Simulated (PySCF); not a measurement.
Vertical excitation energies

C4H9PSi.
Cartesian coordinates in Å at the GFN2-xTB level; atoms count from 1:
```
atom  x, y, z in Å
C1    -2.8969    0.7675    0.4753
Si2   -1.3133    0.0072   -0.2404
P3     0.0623   -0.4769    1.4847
C4     1.1926   -1.7093    0.6898
C5     1.6952   -0.5132    0.6015
C6     2.7814    0.3632    0.1552
H7    -3.6027    1.0018   -0.3144
H8    -3.3844    0.0865    1.1664
H9    -2.6846    1.6854    1.0152
H10   -1.6386   -1.1920   -1.0283
H11   -0.6966    0.9544   -1.1863
H12    1.3159   -2.7473    0.4845
H13    3.2332    0.8602    1.0135
H14    3.5425   -0.2135   -0.3699
H15    2.3895    1.1340   -0.5083
```

Level of theory: TDDFT PBE0/def2-SVPD, vertical, gas phase, core orbitals frozen in the response in PySCF 2.14.0, density-fitted response routines.

Problem. Predict the UV-vis stick spectrum at this level.

Solution. 

| state | E (eV) | E (hartree) | f | main configurations (H = HOMO, L = LUMO) |
| --- | --- | --- | --- | --- |
| S1 | 4.32 | 0.1588 | 0.0029 | H→L (75%), H→L+1 (24%) |
| S2 | 4.64 | 0.1706 | 0.0059 | H→L+1 (74%), H→L (24%) |
| S3 | 5.14 | 0.1890 | 0.033 | H→L+2 (91%) |
| S4 | 5.67 | 0.2085 | 0.0084 | H→L+3 (94%) |
| S5 | 5.83 | 0.2143 | 0.015 | H-1→L (52%), H-1→L+1 (38%) |
| S6 | 6.32 | 0.2322 | 0.193 | H→L+4 (88%) |
| S7 | 6.49 | 0.2384 | 0.061 | H-1→L+1 (39%), H-1→L (19%), H-1→L+2 (9%) |
| S8 | 6.61 | 0.2428 | 0.027 | H→L+5 (49%), H-1→L+2 (21%), H-2→L (19%) |

Triplets, Tamm–Dancoff:

| state | E (eV) | λ (nm) | main configurations (H = HOMO, L = LUMO) |
| --- | --- | --- | --- |
| T1 | 3.51 | 353.2 | H→L (75%), H→L+1 (17%) |
| T2 | 3.84 | 323.2 | H→L+1 (76%), H→L (19%) |
| T3 | 4.45 | 278.7 | H→L+2 (87%) |

The lowest singlet lies at 4.32 eV (287 nm, ultraviolet) and is very weak; its leading configuration is HOMO→LUMO (75%). The most intense listed level is S6 at 6.32 eV (196 nm, f = 0.193), 2.00 eV above S1. Löwdin shares by element: HOMO phosphorus 45%, carbon 30% or more, silicon 15%; LUMO carbon 43% or more, phosphorus 21%, silicon 14% (atoms not listed hold the other 22%). The oscillator strengths of these states sum to 0.347; summed over the whole spectrum of an exact calculation they would give the number of electrons, 62 (Thomas–Reiche–Kuhn). The listed states span 2.29 eV, and the widest gap between neighbours is 0.53 eV (S3 to S4). Of the 8 states listed, 5 reach f = 0.01 and none stays under 0.0005. Singlets were solved by full linear response, triplets in the Tamm–Dancoff approximation.

One conformer stands for the species.
